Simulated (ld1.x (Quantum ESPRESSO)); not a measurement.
# Pseudopotential generation for oxygen (O): ultrasoft, PBE, scalar-relativistic.

```
Element                 : O (Z = 8)
Generator               : ld1.x (Quantum ESPRESSO) 7.5
Type                    : ultrasoft
Functional              : PBE
Relativity              : scalar-relativistic
Frozen core             : [He]
Valence charge          : 6
Reference configuration : 2s1.5 2p4.5
Partial waves           : 2s (bound): rcut 0.80, rcutus 1.05 bohr; 2s channel at -1.05 Ry: rcut 0.80, rcutus 1.05 bohr; 2p (bound): rcut 0.70, rcutus 1.00 bohr; 2p channel at -0.3 Ry: rcut 0.70, rcutus 1.00 bohr; 3d channel at -0.05 Ry: rcut 1.00, rcutus 1.05 bohr; 3d channel at 1.65 Ry: rcut 1.00, rcutus 1.05 bohr
Local potential         : all-electron potential smoothed inside 0.90 bohr (lloc = -1)
Core correction         : a·sin(br)/r model core inside 0.75 bohr
Augmentation charge     : built from norm-conserving waves at rcut, not smoothed further
```

All-electron outer shells of the reference configuration (PBE, scalar-relativistic, ld1.x):

```
shell  level (eV)  outermost node (bohr)  outermost maximum (bohr)
   1s     -515.06                      –                      0.13
   2s      -24.20                   0.28                      0.87
   2p       -9.25                      –                      0.82
```

Question: Does the generator finish with these settings?

Answer: Yes, a potential is produced and its reference levels are reproduced.

Question: Estimate the cutoffs (Ry, on a coarse ladder) from which the occupation-weighted sum of valence levels, in a spherical-Bessel basis at the reference potential, stays within 10 and 1 mRy of its value at 400 Ry.

Answer: 70 Ry and 110 Ry.

Question: Does the potential have ghost states?

Answer: No extra level below or beside the all-electron valence levels (s, p, d, f tested).

Question: Is the overlap operator S = 1 + Σ q|β⟩⟨β| positive definite (Bessel basis up to 400 Ry)?

Answer: Yes: its lowest eigenvalue is 0.54 (s channel).

Question: Which valence shell sets the plane-wave cutoff?

Answer: 2p: its level needs 80 Ry to come within 1 mRy, against 35 Ry for 2s.

Question: Tests: 2s2 2p4; 2s2 2p3; 2s2 2p2; 2s2 2p3.5; 2s2 2p0; 2s2 2p1; 2s1 2p4. Which has the largest error in its energy relative to the reference configuration, and how large is it?

Answer: 2s2 2p0, with +448 meV (all-electron minus pseudo) on +173.32 eV.
